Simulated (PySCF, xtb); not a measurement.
H5O4Si, SMILES O[Si](O)(O)[OH2+], charge +1. The values are those of a single conformer.

Harmonic wavenumbers (cm⁻¹) from xtb with GFN2-xTB at its own minimum, in rising order: 66, 100, 195, 239, 266, 280, 305, 323, 360, 423, 526, 657, 726, 731, 751, 870, 1088, 1107, 1387, 3429, 3450, 3614, 3630, 3648.

**Question.** What does r2SCAN-D4/def2-SVP (PySCF) give at its own minimum? (An estimate is asked for; the answer gives what the named calculation found.)

**Answer.** 67, 184, 217, 259, 303, 309, 339, 359, 376, 448, 571, 680, 688, 727, 775, 861, 1085, 1104, 1586, 3683, 3776, 3859, 3866, 3877. Paired by order, the mean absolute difference is 81 cm⁻¹ and the zero-point energies are 40.3 and 42.9 kcal/mol.
